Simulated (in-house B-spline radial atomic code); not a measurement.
Te⁵⁺. Computed with a B-spline radial atomic code. Model: all-electron spherical atom, spin shells full or empty, radial basis limit, no spin-orbit coupling, Breit or QED, empty-state partial waves extrapolated as (l+1/2)^-4, RPA, G0W0 and static COHSEX of the highest shell as one setting changes (uncorrelated shells keep exact exchange).

In a row where one electron alone is correlated, RPA and GW hold only self-correlation.

Given: element Te; charge 5; filled core Kr; hamiltonian one-electron scalar X2C; mean-field start PBE0; highest l of empty states 9; nuclear rms radius 4.7423 fm; highest mean-field shell 5s up.

Shell: 4d 5 5, 5s 1 0 (electrons up and down).

```
lowest nl shells left uncorrelated  RPA correlation energy (hartree)  G0W0 level (eV)  G0W0 minus most complete (meV)  COHSEX level (eV)
                                 0                           -3.6984          -71.365                               0            -73.022
                                 1                           -3.5212          -71.364                             0.2            -73.021
                                 2                                 ?                ?                               ?                  ?
                                 3                           -2.7708          -71.364                             0.7             -73.02
                                 4                                 ?                ?                               ?                  ?
                                 5                           -2.0588           -71.37                            -5.3            -73.044
                                 6                           -1.2177          -71.291                            73.5            -72.925
                                 7                           -1.0607          -71.369                            -4.8            -73.067
                                 8                           -0.6228          -71.261                             104            -72.889
                                 9                         -0.018466          -69.982                          1382.5            -70.975
```

Q: What follows for lowest nl shells left uncorrelated = 4?

A: RPA correlation energy -2.5909 hartree; G0W0 level -71.382 eV; G0W0 minus most complete -17.3 meV; COHSEX level -73.057 eV.

Q: What follows for lowest nl shells left uncorrelated = 2?

A: RPA correlation energy -3.3269 hartree; G0W0 level -71.368 eV; G0W0 minus most complete -3.2 meV; COHSEX level -73.03 eV.
